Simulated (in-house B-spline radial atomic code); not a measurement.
Successive ionisation energies of xenon; each step leads to the configuration of the next row (after the last: [Ar] 3d10). NIST's values go from ground level to ground level; the uncertainty of those that are theory runs from under 0.1 % in few-electron ions to several per cent in heavy many-electron ones. Computed with a radial B-spline atomic code at the basis-set limit: non-relativistic Hartree-Fock, average of the configuration, point nuclei.

This level leaves out relativity, spin-orbit splitting included, which matters for heavy ions.

```json
{"ion": "Xe14+", "configuration": "[Kr] 4d4", "ionisation energy (eV)": "343.1", "tabulated value (eV)": "343", "tabulated kind": "tabulated theory", "computed minus tabulated (eV)": "0.1", "highest orbital": "4d", "largest mean radius (bohr)": "0.76322"}
{"ion": "Xe15+", "configuration": "[Kr] 4d3", "ionisation energy (eV)": "372.7", "tabulated value (eV)": "374", "tabulated kind": "tabulated theory", "computed minus tabulated (eV)": "-1.3", "highest orbital": "4d", "largest mean radius (bohr)": "0.75139"}
{"ion": "Xe16+", "configuration": "[Kr] 4d2", "ionisation energy (eV)": "403.0", "tabulated value (eV)": "404", "tabulated kind": "tabulated theory", "computed minus tabulated (eV)": "-1.0", "highest orbital": "4d", "largest mean radius (bohr)": "0.74005"}
{"ion": "Xe17+", "configuration": "[Kr] 4d1", "ionisation energy (eV)": "?", "tabulated value (eV)": "?", "tabulated kind": "tabulated theory", "computed minus tabulated (eV)": "?", "highest orbital": "?", "largest mean radius (bohr)": "?"}
{"ion": "Xe18+", "configuration": "[Ar] 3d10 4s2 4p6", "ionisation energy (eV)": "548.6", "tabulated value (eV)": "549", "tabulated kind": "tabulated theory", "computed minus tabulated (eV)": "-0.4", "highest orbital": "4p", "largest mean radius (bohr)": "0.69972"}
{"ion": "Xe19+", "configuration": "[Ar] 3d10 4s2 4p5", "ionisation energy (eV)": "581.1", "tabulated value (eV)": "582", "tabulated kind": "tabulated theory", "computed minus tabulated (eV)": "-0.9", "highest orbital": "4p", "largest mean radius (bohr)": "0.6923"}
{"ion": "Xe20+", "configuration": "[Ar] 3d10 4s2 4p4", "ionisation energy (eV)": "614.0", "tabulated value (eV)": "616", "tabulated kind": "tabulated theory", "computed minus tabulated (eV)": "-2.0", "highest orbital": "4p", "largest mean radius (bohr)": "0.68551"}
{"ion": "Xe21+", "configuration": "[Ar] 3d10 4s2 4p3", "ionisation energy (eV)": "?", "tabulated value (eV)": "?", "tabulated kind": "tabulated theory", "computed minus tabulated (eV)": "?", "highest orbital": "?", "largest mean radius (bohr)": "?"}
{"ion": "Xe22+", "configuration": "[Ar] 3d10 4s2 4p2", "ionisation energy (eV)": "?", "tabulated value (eV)": "?", "tabulated kind": "tabulated theory", "computed minus tabulated (eV)": "?", "highest orbital": "?", "largest mean radius (bohr)": "?"}
{"ion": "Xe23+", "configuration": "[Ar] 3d10 4s2 4p1", "ionisation energy (eV)": "715.7", "tabulated value (eV)": "736", "tabulated kind": "tabulated theory", "computed minus tabulated (eV)": "-20.3", "highest orbital": "4p", "largest mean radius (bohr)": "0.66614"}
{"ion": "Xe24+", "configuration": "[Ar] 3d10 4s2", "ionisation energy (eV)": "793.2", "tabulated value (eV)": "818", "tabulated kind": "tabulated theory", "computed minus tabulated (eV)": "-24.8", "highest orbital": "4s", "largest mean radius (bohr)": "0.65526"}
{"ion": "Xe25+", "configuration": "[Ar] 3d10 4s1", "ionisation energy (eV)": "830.2", "tabulated value (eV)": "857", "tabulated kind": "semi-empirical", "computed minus tabulated (eV)": "-26.8", "highest orbital": "4s", "largest mean radius (bohr)": "0.64946"}
```

Problem. Fill in the row of Xe17+.

Solution. ionisation energy (eV): 434.0; tabulated value (eV): 434; computed minus tabulated (eV): 0.0; highest orbital: 4d; largest mean radius (bohr): 0.72915.

Problem. Fill in the row of Xe21+.

Solution. ionisation energy (eV): 647.4; tabulated value (eV): 650; computed minus tabulated (eV): -2.6; highest orbital: 4p; largest mean radius (bohr): 0.67889.

Problem. Fill in the row of Xe22+.

Solution. ionisation energy (eV): 681.3; tabulated value (eV): 700; computed minus tabulated (eV): -18.7; highest orbital: 4p; largest mean radius (bohr): 0.67243.
